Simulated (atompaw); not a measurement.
An all-electron radial function and its pseudo partner (iron (Fe))

Columns: radius, all-electron u(r) and pseudo u(r) of the 3d shell (level -8.39 eV) of iron in the configuration [Ne] 3s2 3p6 3d6 4s1.5 4p0.5; PBE, scalar-relativistic, PAW (atompaw) scheme, atompaw 4.2.0.5.

```tsv
r (bohr)	all-electron	pseudo
0.065	0.0249	0.0003
0.131	0.1254	0.0024
0.196	0.2719	0.0079
0.262	0.4313	0.0182
0.327	0.5752	0.0340
0.392	0.6949	0.0559
0.458	0.7887	0.0845
0.523	0.8547	0.1188
0.588	0.8968	0.1585
0.654	0.9189	0.2036
0.719	0.9243	0.2515
0.785	0.9170	0.3023
0.850	0.9006	0.3528
0.915	0.8776	0.4019
0.981	0.8497	0.4482
1.046	0.8192	0.4885
1.112	0.7864	0.5225
1.177	0.7533	0.5485
1.242	0.7200	0.5670
1.308	0.6864	0.5785
1.373	0.6541	0.5833
1.438	0.6226	0.5816
1.504	0.5917	0.5729
1.569	0.5624	0.5567
1.635	0.5339	0.5333
1.700	0.5071	0.5071
```

Q: How many radial nodes do the two functions have?

A: The all-electron 3d function has n − l − 1 = 0; the pseudo-wave has 0.

Q: Is the pseudo-wave norm-conserving?

A: No, it belongs to a PAW set: the norm inside the radius is not constrained, and the difference is carried by the augmentation charge.
